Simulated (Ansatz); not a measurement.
Ansatz results at the PBE0-D4/def2-TZVP geometry: LUMO energy (PBE/def2-TZVPP) -1.49 eV; HOMO–LUMO gap (PBE0/def2-TZVPP) 7.08 eV; size of the dipole moment (PBE/def2-TZVPP) 1.08 D.

Each molecule was computed in one conformer, which needn't be the lowest.

(1) Which molecule gave them?
A. `OC(F)(S)[SiH2]Cl`
B. `N[SiH2][SiH](F)S`
C. `CNC(C)O`
D. `OC(O)(F)N[SiH3]`

## Answers

(1) A. The others give `CNC(C)O`: 0.38, 7.94, 1.32; `N[SiH2][SiH](F)S`: -1.51, 6.84, 2.73; `OC(O)(F)N[SiH3]`: -0.50, 8.20, 1.37.
